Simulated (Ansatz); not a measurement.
Cl₅Si₂, SMILES Cl[Si](Cl)[Si](Cl)(Cl)Cl, multiplicity 2.

The structure is a stationary point at r2SCAN-D4/def2-SVP. The isomer is the one that the SMILES or the coordinates give; other isomers of the formula were not compared. The values are those of a single conformer.

Two levels are set side by side: PBE/def2-SVPD (Ansatz, a quantum-chemistry and plane-wave program) and PBE0/def2-SVPD (Ansatz). Energy differences of separate SCF runs at the same geometry; the states with an electron removed or added have multiplicity 1 and 1. Differences are taken from unrounded values.

| quantity | PBE0 | PBE | PBE minus PBE0 |
|---|---|---|---|
| vertical ionisation energy (eV) | 8.88 | 8.53 | -0.35 |
| vertical electron affinity (eV) | 2.35 | 2.33 | -0.02 |
